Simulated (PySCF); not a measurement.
Assigning NMR signals

Atoms are numbered as in `[CH:1]#[C:2][c:3]1[n:4][cH:5][n:6]([CH3:7])[c:8]1[CH3:9]` (H(Xn): hydrogen on atom n).

Method: geometry from GFN2-xTB, NMR shieldings at PBE0/pcSseg-1/GIAO, in PySCF 2.14.0 with density-fitted response routines (rapidly exchanging positions averaged, in vacuum, non-relativistic, one conformer).

Chemical shifts δ = σref − σ; 13C, 1H against TMS, all at this level.

(1) Assign these signals to the numbered atoms. 13C{1H} NMR (computed): δ 139.5 (C), 138.6 (CH), 128.0 (C), 87.0 (CH), 82.8 (C), 32.5 (CH3), 11.5 (CH3).

(2) Assign these signals to the numbered atoms. 1H NMR (300 MHz, computed): δ 6.98 (s, 1H), 3.58 (s, 3H), 2.75 (s, 1H), 2.44 (s, 3H).

## Answers

(1) 
139.5 → C8, substituted aromatic carbon next to a ring nitrogen
138.6 → C5, aromatic CH between two ring heteroatoms
128.0 → C3, substituted aromatic carbon next to a ring nitrogen
87.0 → C1, terminal alkyne carbon: sp carbons lie upfield of alkene carbons because the cylindrical π system leaves one tensor component strongly shielded
82.8 → C2, alkyne carbon: the triple bond shields along its axis, which puts it between sp3 and sp2 carbons
32.5 → C7, methyl carbon bonded to N: the inductive effect lowers its shielding
11.5 → C9, methyl carbon on an aromatic ring: saturated and bonded to C and H only

C8 and C5 lie closer than the usual error of such a calculation, so a measured spectrum could show them in the other order.

(2) 
6.98 → H(C5), hydrogen on an aromatic CH between two ring heteroatoms: the ring current deshields protons in the ring plane
3.58 → H(C7), hydrogen on a methyl carbon bonded to N: its carbon carries N, hence the downfield position
2.75 → H(C1), hydrogen on a terminal alkyne carbon: it lies on the axis of the triple bond, in its shielding cone
2.44 → H(C9), hydrogen on a methyl carbon on an aromatic ring: benzylic-type position, deshielded by the ring

Shifts are as computed. Against solution values, carbons near 30 ppm lie about +3 ppm off and those near 130 ppm about +5 ppm. Of 1211 compounds with measured shifts, 218 miss one by over three times the rms of a fit or turn the order of signals round; such compounds aren't used in these exercises. Multiplicities follow the n + 1 count of equivalent neighbours, as no J values were calculated; m marks all less simple cases, F and P coupling included.
